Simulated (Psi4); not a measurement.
hydrogen selenide (H2Se), singlet, geometry from GFN2-xTB, atoms displaced at random by about 0.08 Å a coordinate; R2SCAN/STO-3G, gradient in Psi4.

The Psi4 input:
```
memory 2 GB

molecule mol {
0 1
  Se    0.166624   -0.035640   -0.039400
  H    -0.995251   -1.088144   -0.047584
  H     1.092085   -0.946874   -0.049890
symmetry c1
no_reorient
no_com
}

set basis sto-3g
set reference rks

gradient('r2scan')
print_variables()
```

Q: Write the output that Psi4 gives for this input, abridged.

A: 
```
gradient() will perform analytic gradient computation.

   => Loading Basis Set <=

    Name: STO-3G
    Role: ORBITAL
    Keyword: BASIS

         ---------------------------------------------------------
                                   SCF
               by Justin Turney, Rob Parrish, Andy Simmonett
                          and Daniel G. A. Smith
                              RKS Reference
         ---------------------------------------------------------

  ==> Geometry <==

    Molecular point group: c1
    Full point group: C1

    Geometry (in Angstrom), charge = 0, multiplicity = 1:

       Center              X                  Y                   Z               Mass
    ------------   -----------------  -----------------  -----------------  -----------------
         SE           0.166624000000    -0.035640000000    -0.039400000000    79.916521800000
         H           -0.995251000000    -1.088144000000    -0.047584000000     1.007825032230
         H            1.092085000000    -0.946874000000    -0.049890000000     1.007825032230

  Running in c1 symmetry.

  Rotational constants: A =      7.74171  B =      3.64830  C =      2.51817 [cm^-1]
  Rotational constants: A = 232090.73847  B = 109373.39628  C =  75492.74120 [MHz]
  Nuclear repulsion =   25.581987553657598

  Charge       = 0
  Multiplicity = 1
  Electrons    = 36
  Nalpha       = 18
  Nbeta        = 18

  ==> Algorithm <==

  SCF Algorithm Type is DF.
  DIIS enabled.
  MOM disabled.
  Fractional occupation disabled.
  Guess Type is SAD.
  Energy threshold   = 1.00e-08
  Density threshold  = 1.00e-08
  Integral threshold = 1.00e-12

  ==> Primary Basis <==

  Basis Set: STO-3G
    Blend: STO-3G
    Number of shells: 10
    Number of basis functions: 20
    Number of Cartesian functions: 21
    Spherical Harmonics?: true
    Max angular momentum: 2

  ==> DFT Potential <==

   => LibXC <=

    Version 7.1.2
    S. Lehtola, C. Steigemann, M. J. T. Oliveira, and M. A. L. Marques,  SoftwareX 7, 1–5 (2018) (10.1016/j.softx.2017.11.002)

   => Composite Functional: R2SCAN <=

    r2SCAN Meta-GGA XC Functional  (0.1021/acs.jpclett.0c02405)
    J. W. Furness, A. D. Kaplan, J. Ning, J. P. Perdew, J. Sun  J. Phys. Chem. Lett.  11, 8208–8215, 2020

    Deriv               =              1
    GGA                 =           TRUE
    Meta                =           TRUE

    Exchange Hybrid     =          FALSE
    MP2 Hybrid          =          FALSE

   => Exchange Functionals <=

[...]
  @DF-RKS Final Energy: -2376.11498527501180
    Total Energy =                      -2376.1149852750118043
[...]
    J tasked:                  Yes
    K tasked:                   No
    wK tasked:                  No
    Integrals threads:           1
    Schwarz Cutoff:          1E-12
    Fitting Condition:       1E-10

   => Auxiliary Basis Set <=

  Basis Set: (STO-3G AUX)
    Blend: DEF2-UNIVERSAL-JKFIT
    Number of shells: 72
    Number of basis functions: 302
    Number of Cartesian functions: 411
    Spherical Harmonics?: true
    Max angular momentum: 5

  ==> DFT Potential <==

   => LibXC <=

    Version 7.1.2
    S. Lehtola, C. Steigemann, M. J. T. Oliveira, and M. A. L. Marques,  SoftwareX 7, 1–5 (2018) (10.1016/j.softx.2017.11.002)

   => Composite Functional: R2SCAN <=

    r2SCAN Meta-GGA XC Functional  (0.1021/acs.jpclett.0c02405)
    J. W. Furness, A. D. Kaplan, J. Ning, J. P. Perdew, J. Sun  J. Phys. Chem. Lett.  11, 8208–8215, 2020

    Deriv               =              1
    GGA                 =           TRUE
    Meta                =           TRUE

    Exchange Hybrid     =          FALSE
    MP2 Hybrid          =          FALSE

   => Exchange Functionals <=

    1.0000   XC_MGGA_X_R2SCAN

   => Correlation Functionals <=

    1.0000   XC_MGGA_C_R2SCAN

   => LibXC Density Thresholds  <==

    XC_MGGA_C_R2SCAN:  1.00E-15
    XC_MGGA_X_R2SCAN:  1.00E-11

   => Molecular Quadrature <=

    Radial Scheme          =       TREUTLER
    Pruning Scheme         =           NONE
    Nuclear Scheme         =       TREUTLER

    Blocking Scheme        =         OCTREE
    BS radius alpha        =              1
    Pruning alpha          =              1
    Radial Points          =             75
    Spherical Points       =            302
    Total Points           =          63620
    Total Blocks           =            539
    Max Points             =            255
    Max Functions          =             20
    Weights Tolerance      =       1.00E-15

  -Total Gradient:
     Atom            X                  Y                   Z
    ------   -----------------  -----------------  -----------------
       1        0.109799095021    -0.051013381002    -0.000689477409
       2       -0.035001539906    -0.027143714048    -0.000202183417
       3       -0.078538961772     0.083057758074     0.000945898266

  Variable Map:
  ----------------------------------------------------------------------------
[...]
  Array Variable Map:
  ----------------------------------------------------------------------------
[...]
[...]
```
